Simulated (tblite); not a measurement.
Compound: C₅H₇NSi.
Structure used (GFN2-xTB), in Å, numbered top down from 1:
```
atom  x, y, z in Å
N1     4.6779    0.4364    0.4510
C2     3.6409    0.2057    0.0149
C3     2.3750   -0.0764   -0.5192
C4     1.2385    0.1771    0.1530
C5    -0.0730   -0.1001   -0.3639
C6    -1.2013    0.1564    0.3101
Si7   -2.9457   -0.1799   -0.3045
H8     2.3635   -0.5136   -1.5096
H9     1.2924    0.6155    1.1423
H10   -0.1197   -0.5393   -1.3528
H11   -1.1001    0.5964    1.2966
H12   -3.6722    1.0916   -0.3373
H13   -3.5912   -1.1008    0.6338
H14   -2.8857   -0.7697   -1.6415
```

Level: GFN2-xTB in tblite, geometry and Hessian alike; calculated harmonic values, unscaled, isolated species. Errors from tens to a few hundred cm⁻¹ against measured bands are possible. Modes of hydrogen on silicon can be 10 to 20 % off. One conformer, not necessarily the lowest.

Harmonic wavenumbers (cm⁻¹): 62.3, 74.1, 87.6, 175.3, 181.5, 224.3, 345.9, 383.1, 475.4, 535.5, 544.1, 573.0, 726.2, 771.3, 779.2, 782.9, 791.1, 814.6, 959.3, 1025.9, 1037.4, 1143.9, 1177.2, 1246.2, 1280.2, 1304.1, 1605.6, 1623.5, 2253.3, 2258.9, 2274.6, 2357.9, 3022.5, 3046.1, 3050.0, 3062.8.

A = 20102, B = 599.4, C = 586.0 MHz; mass 109.035 u (most abundant isotopes); point group Cs, symmetry number 1.

**Question.** Zero-point energy?

**Answer.** Half the sum of the wavenumbers: 21028 cm⁻¹ = 60.12 kcal/mol.

**Question.** Give the ideal-gas entropy at 200 K and 1 bar in the rigid-rotor, harmonic-oscillator model (classical rotation).

**Answer.** Translation 38.02, rotation 27.02, vibration 16.62: S = 81.7 cal/(mol K).

**Question.** And Cp and H(200 K) − H(0)?

**Answer.** Cp = 25.58 cal/(mol K), of which vibrations give 17.63 (their classical limit is 36 R = 71.5); H(200 K) − H(0) = 3.40 kcal/mol without the zero-point energy, 1.81 from vibrations.

**Question.** How do the functions run with temperature in this model?

**Answer.** 
| T (K) | S (cal/(mol K)) | Cp (cal/(mol K)) | H − H(0) (kcal/mol) | G − H(0) (kcal/mol) | ln q(vib) |
| --- | --- | --- | --- | --- | --- |
| 50 | 56.7 | 12.8 | 0.49 | -2.34 | 0.41 |
| 100 | 67.1 | 17.5 | 1.25 | -5.45 | 1.49 |
| 298.15 | 93.4 | 33.5 | 6.31 | -21.53 | 6.02 |
| 373.15 | 101.5 | 38.9 | 9.03 | -28.84 | 7.67 |
| 500 | 113.9 | 46.2 | 14.44 | -42.52 | 10.40 |
| 750 | 134.7 | 56.2 | 27.35 | -73.69 | 15.43 |
| 1000 | 151.9 | 62.8 | 42.28 | -109.58 | 19.98 |

q(vib) and H(0) count from the zero-point level.

**Question.** What must be added to the electronic energy to get the Gibbs energy at 200 K and 1 bar?

**Answer.** ZPE + [H(200 K) − H(0)] − T·S = 60.12 + 3.40 − 16.33 = 47.19 kcal/mol.

Hindered rotation and anharmonicity are outside this model. Other conformers, if any are populated, would add a mixing term that is left out.
